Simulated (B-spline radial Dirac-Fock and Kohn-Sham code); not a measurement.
Cross section and asymmetry of the 4p3/2 subshell of Tc⁴⁺

System: technetium as Tc⁴⁺, configuration 1s2 2s2 2p6 3s2 3p6 3d10 4s2 4p6 4d3. The computed 4p3/2 threshold is 98.76 eV; without correlation, outer thresholds are uncertain by 1 to 2 eV. With an open shell the threshold is an average over the terms of the final ion.

These are calculated numbers from a radial B-spline solver; the model is Dirac-Hartree-Slater photoionisation with all multipoles and Dirac-Fock thresholds. Interchannel coupling and autoionising resonances are not included, so magnitudes near threshold are approximate.

| kinetic energy (eV) | σ (Mb) | β |
| --- | --- | --- |
| 1.5 | 0.426 | -0.49 |
| 2.3 | 0.422 | -0.49 |
| 3.7 | 0.415 | -0.49 |
| 5.7 | 0.406 | -0.48 |
| 9.0 | 0.394 | -0.46 |
| 14.0 | 0.378 | -0.41 |
| 21.9 | 0.358 | -0.29 |
| 34.2 | 0.336 | -0.07 |
| 53.5 | 0.314 | 0.27 |
| 83.7 | 0.280 | 0.66 |
| 130.9 | 0.232 | 1.02 |
| 204.6 | 0.177 | 1.30 |
| 319.9 | 0.120 | 1.50 |

The cross section shows no minimum in this range. It is largest at the lowest energy, 0.426 Mb. β ranges from -0.49 (at 1.5 eV) to 1.57.
